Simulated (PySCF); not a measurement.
F2Hf, multiplicity 1. Atoms are numbered in the order given.

```xyz
3

Hf     0.0000     0.0000    -0.1976
F      0.0000     1.5899     0.7905
F      0.0000    -1.5899     0.7905
```
Charge 0, spin multiplicity 1.

The structure is a stationary point at r2SCAN-D4/def2-TZVP. The multiplicity is an assumed one; other spin states were not compared. The def2 effective core potentials stand for the cores of Hf; spin–orbit coupling is left out.

The numbers are results of PBE/def2-TZVPD in PySCF, not measurements.

Symmetry labels are those of the subgroup C2v that the program uses (full group C2v).

Computed valence orbital energies around the gap with their symmetry:
```tsv
orbital	symmetry	energy (eV)
HOMO−7	B2	-28.48
HOMO−6	A1	-11.61
HOMO−5	B2	-11.36
HOMO−4	A2	-10.88
HOMO−3	A1	-10.83
HOMO−2	B1	-10.64
HOMO−1	B2	-10.34
HOMO	A1	-4.83
LUMO	B1	-3.50
LUMO+1	A1	-3.44
LUMO+2	A2	-2.42
LUMO+3	B2	-1.91
```
